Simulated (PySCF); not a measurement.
Computed IR spectrum (relative IR intensity) of a molecule C2H10O2Si2. The structure is a stationary point at PBE-D3(BJ)/def2-SVP. Other conformers were not sampled. Level of theory: PySCF with PBE-D3(BJ)/def2-SVP. Frequencies are harmonic and unscaled.

Lines under 2 % of the strongest are left out, and lines within 2 cm⁻¹ are merged.

ν (cm⁻¹): 413 (w), 451 (m), 594 (w), 681 (w), 697 (w), 751 (w), 813 (w), 867 (s), 895 (m), 911 (s), 922 (w), 935 (vs), 947 (m), 973 (m), 1052 (m), 1337 (vw), 2141 (m), 2150 (m), 2153 (m), 2180 (m), 2204 (m), 2922 (w), 2964 (w), 3053 (vw), 3067 (vw), 3663 (m) (against the strongest line: vs over 80 %, s over 45 %, m over 15 %, w over 4 %, vw less)

Q: Identify the compound among the candidates.
A. C[Si@H](O)C[SiH2]O
B. OC[C@H](O)[SiH2][SiH3]
C. C[C@@H](O[SiH3])[SiH2]O
D. CO[Si@H](C)[SiH2]O

A: C, C[C@@H](O[SiH3])[SiH2]O
